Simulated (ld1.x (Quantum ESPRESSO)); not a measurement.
**Building the PAW potential for Ta (Z = 73) (PBE, scalar-relativistic).**

* Element: tantalum (Ta)
* Generator: ld1.x (Quantum ESPRESSO) 7.5
* Type: PAW
* Functional: PBE
* Relativity: scalar-relativistic
* Frozen core: [Xe] 4f14
* Valence charge: 5
* Reference configuration: 5d3 6s2 6p0
* Partial waves: 6s (bound): rcut 2.25, rcutus 2.80 bohr; 6s channel at 3.34 Ry: rcut 2.25, rcutus 2.80 bohr; 6p (bound, empty): rcut 3.90, rcutus 4.50 bohr; 6p channel at 3.35 Ry: rcut 3.90, rcutus 4.50 bohr; 5d (bound): rcut 2.65, rcutus 3.00 bohr; 5d channel at 4.15 Ry: rcut 2.65, rcutus 3.00 bohr
* Local potential: all-electron potential smoothed inside 2.80 bohr (lloc = -1)
* Core correction: Bessel-smoothed model core inside 2.30 bohr
* Augmentation charge: BESSEL, radius 2.30 bohr

* Cutoffs needed: 10 Ry and 12 Ry (the cutoffs (Ry, on a coarse ladder) from which the occupation-weighted sum of valence levels, in a spherical-Bessel basis at the reference potential, stays within 10 and 1 mRy of its value at 400 Ry)
* Ghost test: no extra level below or beside the all-electron valence levels (s, p, d, f tested) (spherical-Bessel basis up to 400 Ry, 20 bohr box)
* Largest excitation error: -230 meV (all-electron minus pseudo) for 5d2 6s0 6p0, out of 7 test configurations
* Lowest eigenvalue of the overlap operator: 0.21 (p channel)
